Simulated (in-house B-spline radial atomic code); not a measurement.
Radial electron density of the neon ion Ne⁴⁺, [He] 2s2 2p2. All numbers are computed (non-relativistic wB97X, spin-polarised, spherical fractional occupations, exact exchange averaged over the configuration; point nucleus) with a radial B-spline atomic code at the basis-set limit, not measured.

Columns: r (bohr), 4πr²n(r) (electrons per bohr), bar.

```
 0.00586    0.244 #
 0.00683   0.3251 #
 0.00796   0.4317 ##
 0.00928   0.5715 ##
  0.0108   0.7508 ###
  0.0126   0.9857 ####
  0.0147    1.286 #####
  0.0171    1.659 #######
    0.02    2.142 #########
  0.0233    2.721 ###########
  0.0272     3.43 ##############
  0.0317    4.259 #################
  0.0369    5.202 #####################
   0.043    6.256 #########################
  0.0502    7.388 ##############################
  0.0585    8.509 ##################################
  0.0682    9.543 ######################################
  0.0795    10.37 ##########################################
  0.0927    10.88 ############################################
   0.108    10.94 ############################################
   0.126    10.51 ##########################################
   0.147    9.569 ######################################
   0.171    8.276 #################################
     0.2    6.767 ###########################
   0.233    5.409 ######################
   0.271    4.442 ##################
   0.316    4.021 ################
   0.369    4.174 #################
    0.43    4.698 ###################
   0.501    5.268 #####################
   0.585    5.536 ######################
   0.682     5.26 #####################
   0.795    4.442 ##################
   0.926    3.301 #############
    1.08    2.108 ########
    1.26    1.121 #####
    1.47   0.4856 ##
    1.71   0.1742 #
       2  0.04786 
    2.33  0.01029 
    2.71 0.001611
```

On this grid the curve has 2 maxima, near 0.108, 0.585 bohr.

The 2p up radial function P(r) = rR(r), positive near the nucleus:

```
r (bohr)         P
 0.00586  0.001273
 0.00796  0.002325
  0.0108  0.004221
  0.0147  0.007669
    0.02   0.01383
  0.0272   0.02469
  0.0369   0.04334
  0.0502   0.07524
  0.0682    0.1275
  0.0927    0.2101
   0.126    0.3336
   0.171    0.5038
   0.233    0.7182
   0.316    0.9408
    0.43     1.116
   0.585     1.155
   0.795    0.9957
    1.08    0.6807
    1.47    0.3333
       2    0.1095
    2.71    0.0215
```
